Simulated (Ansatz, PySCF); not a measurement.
Gas-phase reaction in SMILES: [SiH3]O[SiH](Cl)Cl → [SiH3]O[SiH]Cl + Cl atom (the Cl-Si bond at the site shown breaks; other sites are not compared here)
Structures are relaxed separately at B3LYP-D3(BJ)/def2-TZVP in Ansatz (a first-principles code), one conformer each, not searched for the lowest. Frequencies are from Ansatz or PySCF.

Wanted: bond dissociation energy (enthalpy at 298 K, with B3LYP-D3(BJ) rigid-rotor harmonic-oscillator terms), in eV. Cores are frozen in the correlated levels unless marked. UHF or UKS for open shells. No spin-orbit coupling. No relativistic terms. CBS marks a two-point X^-3 extrapolation of the correlation energy; Hartree-Fock from the larger set.

CCSD(T)/CBS(aug-cc-pV(T+d)Z,aug-cc-pV(Q+d)Z) (Ansatz) gives 5.06 eV.

Q: Another calculation gave 4.54 eV. Which level was it?
A) wB97X-V/def2-TZVPD (Ansatz)
B) revPBE/def2-TZVPD (Ansatz)
C) CAM-B3LYP/def2-TZVPD (Ansatz)
D) B2GP-PLYP/def2-TZVPD (Ansatz)

A: B, revPBE/def2-TZVPD (Ansatz). The others give 4.72 (CAM-B3LYP), 4.98 (wB97X-V), 4.84 (B2GP-PLYP) eV.
